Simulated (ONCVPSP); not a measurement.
# What the settings do to the ONCV potential of Zn (Z = 30)

Base potential:

zinc (Zn), optimised norm-conserving Vanderbilt (ONCV), made with ONCVPSP 4.0.1 (PBE, scalar-relativistic). Core [Ne], reference 3s2 3p6 3d10 4s0.5 (charge +1.5). Waves: 3s+4s: rc 1.00 bohr, ncon 4, nbas 8, qcut 11.2 1/bohr, 2 projectors; 3p: rc 1.10 bohr, ncon 4, nbas 9, qcut 15.1 1/bohr, 2 projectors, debl 0.5 Ha; 3d: rc 1.50 bohr, ncon 4, nbas 9, qcut 8.4 1/bohr, 2 projectors, debl 1.4 Ha. Local part: polynomial inside 0.75 bohr (lpopt 5, dvloc0 4 Ha). Core correction: none.

In the p channel the program set the typed energies aside and used -3.621, 0.250 Ha.

All-electron outer shells of the reference configuration (PBE, scalar-relativistic, ld1.x):

| shell | level (eV) | outermost node (bohr) | outermost maximum (bohr) |
| --- | --- | --- | --- |
| 2p | -1018.90 | – | 0.15 |
| 3s | -144.33 | 0.28 | 0.59 |
| 3p | -98.52 | 0.25 | 0.59 |
| 3d | -25.14 | – | 0.57 |
| 4s | -18.41 | 0.84 | 1.94 |

Cutoffs, loose and tight: the cutoffs (Ha) at which the residual kinetic energy of the hardest occupied pseudo-wave falls to 1 and 0.1 mHa per electron. They do not see the model core or the augmentation charge, which bear on the density cutoff. Test errors are all-electron minus pseudo excitation energies from the reference, over the configurations 3s2 3p6 3d10 4s2; 3s2 3p6 3d10 4s1; 3s2 3p6 3d10 4s0; 3s2 3p6 3d10 4s0 4p1. A dash means not determined; rows that change the core or the reference have their own tests.

```csv
change,outcome,"cutoff, loose","cutoff, tight",bound ghosts,GHOST(+) flags above zero,largest test error (meV)
base,"generated, projector energies reset by the program",54 Ha,133 Ha,none,none,+9.0
"p: ncon 3, nbas 8","generated, projector energies reset by the program",52 Ha,133 Ha,none,none,+9.0
"local potential polynomial inside 0.65 bohr (lpopt 5, dvloc0 6 Ha)","generated, projector energies reset by the program",54 Ha,133 Ha,none,none,+9.0
"s: rc 0.68; local potential polynomial inside 0.68 bohr (lpopt 5, dvloc0 4 Ha)","generated, projector energies reset by the program",273 Ha,376 Ha,none,none,+9.5
"local potential polynomial inside 0.75 bohr (lpopt 5, dvloc0 1 Ha)","generated, projector energies reset by the program",54 Ha,133 Ha,none,none,+9.0
```

**Question.** What comes out with this change to the base: all radii scaled by about 0.94 (s 0.94, p 1.04, d 1.42 bohr); local potential polynomial inside 0.72 bohr (lpopt 5, dvloc0 4 Ha)?

**Answer.** outcome: generated, projector energies reset by the program; cutoff, loose: 94 Ha; cutoff, tight: 156 Ha; bound ghosts: none; GHOST(+) flags above zero: none; largest test error (meV): +9.4.
